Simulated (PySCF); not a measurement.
**Dipole moment and polarisability of `[BH3-][P+](F)(F)F`**

Species: BF3H3P.
Atom-mapped SMILES: `[BH3-:1][P+:2]([F:3])([F:4])[F:5]` (hydrogens: H6, H7, H8 on B1)

Cartesian coordinates in Å at the PBE0-D3(BJ)/def2-SVP level; atoms count from 1:
```
atom  x, y, z in Å
B1     1.0973   -0.0331    0.0716
P2    -0.7321    0.0151   -0.0602
F3    -1.4198   -0.8672   -1.1628
F4    -1.4070    1.3993   -0.3668
F5    -1.5730   -0.4244    1.1909
H6     1.3224   -1.2039    0.3116
H7     1.3135    0.7374    0.9888
H8     1.4524    0.3573   -1.0252
```

Level: PBE0/def2-SVPD (PySCF), static field, nuclei fixed, core orbitals frozen in the response. The polarisability tensor in these axes (au):

```
x   50.22 -0.21  0.74
y   -0.21 40.22 -0.02
z    0.74 -0.02 40.26
```

Diagonalise the tensor; give its mean and Δα, where Δα² is half the sum of the squared differences of the eigenvalues.

Principal values 40.20, 40.22 and 50.27 au; mean 43.56 au = 6.46 Å³ = 7.18 × 10⁻⁴⁰ C²·m²/J; Δα = 10.06 au (23 % of the mean).

What is the dipole moment, and where does it point?

(-1.12, 0.03, -0.08) D, 1.13 D in size, pointing from the negative to the positive side. Measured along this direction, the outermost atoms are H6, H8 and H7 at the negative end and F3, F5 and F4 at the positive end.

Find the Langevin capture rate constant for NO+ (29.998 u) meeting this molecule (102.002 u), k = 2.342 × 10⁻⁹ cm³/s × √(α in Å³ / reduced mass in u).

The reduced mass is 23.18 u, so k = 1.24 × 10⁻⁹ cm³/s. The formula leaves out the permanent dipole, which adds to the capture rate.

What would n − 1 = 2πNα be for an ideal gas of these molecules at 298.15 K and 1 atm, electronic part alone?

N = p/kT = 2.4615 × 10¹⁹ cm⁻³, so n − 1 = 2π × N × 6.46 × 10⁻²⁴ cm³ = 998 × 10⁻⁶ at long wavelengths, for an ideal gas.

What molar refraction does this α imply?

Lorentz–Lorenz: R = (4π/3)N_A α = 2.5225 cm³/(mol·Å³) × 6.46 Å³ = 16.3 cm³/mol, in the limit of long wavelengths.

Rayleigh depolarisation ratio (linearly polarised light, static tensor)?

ρ = 3Δα²/(45ᾱ² + 4Δα²) = 303.9/(85403 + 405.2) = 0.00354.

Isolated species at its PBE0-D3(BJ)/def2-SVP geometry, gas phase.
